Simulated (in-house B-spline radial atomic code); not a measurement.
# Binding energies in Er2+

NIST's tabulated ground configuration is [Xe] 4f12; each binding energy is the energy of the ion with one electron taken from that subshell, relaxed, less that of the parent. Computed with a B-spline radial code for spherical atoms: Dirac-Kohn-Sham B3LYP, spherical fractional occupations, Fermi nucleus of rms radius 5.2516 fm. Energies include first-order Breit, QED and recoil terms.

Caution: exact exchange at fractional occupations of open shells leaves self-interaction of up to several eV.

```json
{"subshell": "1s", "X-ray name": "K", "binding energy (eV)": "57626.1", "-ε (eV)": "57417.0", "relaxation (eV)": "-442.8"}
{"subshell": "2s", "X-ray name": "L1", "binding energy (eV)": "9723.3", "-ε (eV)": "9679.4", "relaxation (eV)": "-74.7"}
{"subshell": "2p1/2", "X-ray name": "L2", "binding energy (eV)": "9284.8", "-ε (eV)": "9217.2", "relaxation (eV)": "-97.1"}
{"subshell": "2p3/2", "X-ray name": "L3", "binding energy (eV)": "8372.6", "-ε (eV)": "8299.7", "relaxation (eV)": "-92.3"}
{"subshell": "3s", "X-ray name": "M1", "binding energy (eV)": "2203.9", "-ε (eV)": "2190.9", "relaxation (eV)": "-19.0"}
{"subshell": "3p1/2", "X-ray name": "M2", "binding energy (eV)": "2003", "-ε (eV)": "1987.9", "relaxation (eV)": "-20.6"}
{"subshell": "3p3/2", "X-ray name": "M3", "binding energy (eV)": "1812.3", "-ε (eV)": "1794.5", "relaxation (eV)": "-21.2"}
{"subshell": "3d3/2", "X-ray name": "M4", "binding energy (eV)": "1471.6", "-ε (eV)": "1447.8", "relaxation (eV)": "-25.9"}
{"subshell": "3d5/2", "X-ray name": "M5", "binding energy (eV)": "1430.5", "-ε (eV)": "1405.6", "relaxation (eV)": "-26.2"}
{"subshell": "4s", "X-ray name": "N1", "binding energy (eV)": "456.3", "-ε (eV)": "449.1", "relaxation (eV)": "-8.5"}
{"subshell": "4p1/2", "X-ray name": "N2", "binding energy (eV)": "375", "-ε (eV)": "367.7", "relaxation (eV)": "-8.4"}
{"subshell": "4p3/2", "X-ray name": "N3", "binding energy (eV)": "332.7", "-ε (eV)": "324.0", "relaxation (eV)": "-9.3"}
{"subshell": "4d3/2", "X-ray name": "N4", "binding energy (eV)": "198.6", "-ε (eV)": "189.8", "relaxation (eV)": "-9.1"}
{"subshell": "4d5/2", "X-ray name": "N5", "binding energy (eV)": "191.1", "-ε (eV)": "181.8", "relaxation (eV)": "-9.4"}
{"subshell": "5s", "X-ray name": "O1", "binding energy (eV)": "75.15", "-ε (eV)": "68.78", "relaxation (eV)": "-6.56"}
{"subshell": "5p1/2", "X-ray name": "O2", "binding energy (eV)": "52.25", "-ε (eV)": "46.23", "relaxation (eV)": "-6.15"}
{"subshell": "5p3/2", "X-ray name": "O3", "binding energy (eV)": "46.95", "-ε (eV)": "40.73", "relaxation (eV)": "-6.28"}
{"subshell": "4f", "X-ray name": "N6,7", "binding energy (eV)": "27.82", "-ε (eV)": "19.01", "relaxation (eV)": "-8.70"}
```

Relaxation = -ε minus the binding energy without Breit, QED and recoil terms. With a density functional, K lines can miss by some tenths of a per cent, more in light atoms. For a density functional the relaxation so defined is negative, because -ε of a Kohn-Sham level is smaller than the binding energy.

Emission lines follow as differences of binding energies, with λ = 12398.42 eV·Å / E:

| line | holes | energy (eV) | wavelength (Å) |
| --- | --- | --- | --- |
| K-L3 | 1s → 2p3/2 | 49253.5 | 0.25173 |
| K-L2 | 1s → 2p1/2 | 48341.3 | 0.25648 |
| K-M3 | 1s → 3p3/2 | 55813.8 | 0.22214 |
| L3-M5 | 2p3/2 → 3d5/2 | 6942.1 | 1.786 |
| L2-M4 | 2p1/2 → 3d3/2 | 7813.2 | 1.5869 |
| L1-M3 | 2s → 3p3/2 | 7911.0 | 1.5672 |
| L3-M1 | 2p3/2 → 3s | 6168.7 | 2.0099 |
| L2-N4 | 2p1/2 → 4d3/2 | 9086.2 | 1.3645 |

(1) What screening constant σ does Moseley's law, E = (3/4)·13.6057 eV·(Z - σ)², need for K-L3?

Moseley's non-relativistic formula needs a falling, then negative, screening constant for heavy elements, because relativity binds the 1s electron more strongly than the formula allows.

Results:

(1) σ = -1.47.
